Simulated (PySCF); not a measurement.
Heteronuclear NMR

Numbering as in the mapped SMILES `[CH3:1][c:2]1[cH:3][cH:4][cH:5][cH:6][c:7]1[NH:8][NH:9][SiH3:10]` (H(Xn): hydrogen on atom n).

PySCF 2.14 calculation with shielding tensors at PBE0/pcSseg-1 (GIAO) and structure optimised with GFN2-xTB; relativity neglected, isolated molecule, rapidly exchanging positions averaged, one computed conformer.

Problem. What are the ²⁹Si shifts?

Solution. 
| atoms | environment | σ (ppm) | δ (ppm) |
| --- | --- | --- | --- |
| Si10 | silicon bonded to N, 3 H | 407.3 | -54.8 |

Shieldings were converted by a linear fit to measured shifts: ²⁹Si: δ = 279.94 − 0.822σ (rms 8.9 ppm, 72 shifts, 25.8 ppm with the 6 outliers that the fit left out vs TMS, solution or neat liquid). Occasional misses reach two or three times the rms, and more in compound classes unlike the fitted ones.

On a 500 MHz spectrometer ²⁹Si resonates near 99.3 MHz, so 1 ppm is 99.3 Hz.

Problem. What are the ¹⁵N shifts?

Solution. 
```tsv
atoms	environment	σ (ppm)	δ (ppm)
N8	nitrogen bonded to O or N	154.8	-290.7
N9	nitrogen bonded to O or N	209.6	-341.2
```

Shieldings were converted by a linear fit to measured shifts: ¹⁵N: δ = -148.07 − 0.921σ (rms 6.3 ppm, 71 shifts vs CH3NO2, solution or neat liquid). A few per cent of atoms miss by over 2 rms, more outside the fitted compound classes.

On a 300 MHz spectrometer ¹⁵N resonates near 30.4 MHz, so 1 ppm is 30.4 Hz.
